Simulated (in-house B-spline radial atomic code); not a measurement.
Radial electron density of Hg VII (Hg6+), [Xe] (4f5/2)6 (4f7/2)7 (5d3/2)3 (5d5/2)3 (8g9/2)1. Computed with an all-electron radial atomic-structure program (B-spline basis): Dirac-Hartree-Fock, average of the jj configuration, Fermi nucleus of rms radius 5.4648 fm.

Columns: r (bohr), 4πr²n(r) (electrons per bohr), bar.

```
0.000539    4.413 #
0.000696    6.545 ##
0.000899    9.627 ###
 0.00116    13.99 ####
  0.0015    20.14 ######
 0.00194    28.52 ########
  0.0025    39.38 ############
 0.00324    53.31 ################
 0.00418     69.4 #####################
  0.0054    86.64 ##########################
 0.00698    102.5 ##############################
 0.00901    113.4 ##################################
  0.0116    116.4 ##################################
   0.015    111.6 #################################
  0.0194    104.2 ###############################
  0.0251    104.8 ###############################
  0.0324    119.9 ###################################
  0.0419    141.8 ##########################################
  0.0541    148.7 ############################################
  0.0699      132 #######################################
  0.0903    117.4 ###################################
   0.117    130.4 #######################################
   0.151    138.6 #########################################
   0.195      106 ###############################
   0.251    77.07 #######################
   0.325    87.38 ##########################
    0.42    85.23 #########################
   0.542    52.06 ###############
     0.7    28.73 ########
   0.904    21.85 ######
    1.17    14.21 ####
    1.51    5.803 ##
    1.95    1.395 
    2.52   0.2043 
    3.25  0.01291 
     4.2  0.02978 
    5.43  0.03546 
    7.01  0.02546 
    9.06  0.04524 
    11.7  0.06454 
    15.1   0.1198 
    19.5 0.009992 
    25.2 5.355e-05 
    32.6 1.238e-08 
    42.1 6.634e-13
```

On this grid the curve has 6 maxima, near 0.0116, 0.0541, 0.151, 0.325, 5.43, 15.1 bohr.

The 4f5/2 radial function P(r) = rR(r), positive near the nucleus, with its small component Q(r) (sign convention: Q ≈ (P' + κP/r)/2c):

| r (bohr) | P | Q |
| --- | --- | --- |
| 0.0194 | 0.001791 | 0.001988 |
| 0.0324 | 0.01022 | 0.006874 |
| 0.0541 | 0.05151 | 0.02022 |
| 0.0903 | 0.2123 | 0.04654 |
| 0.151 | 0.6484 | 0.07467 |
| 0.251 | 1.286 | 0.07182 |
| 0.42 | 1.471 | 0.03359 |
| 0.7 | 0.8501 | 0.005174 |
| 1.17 | 0.2077 | -0.0004881 |
| 1.95 | 0.01564 | -0.0001052 |
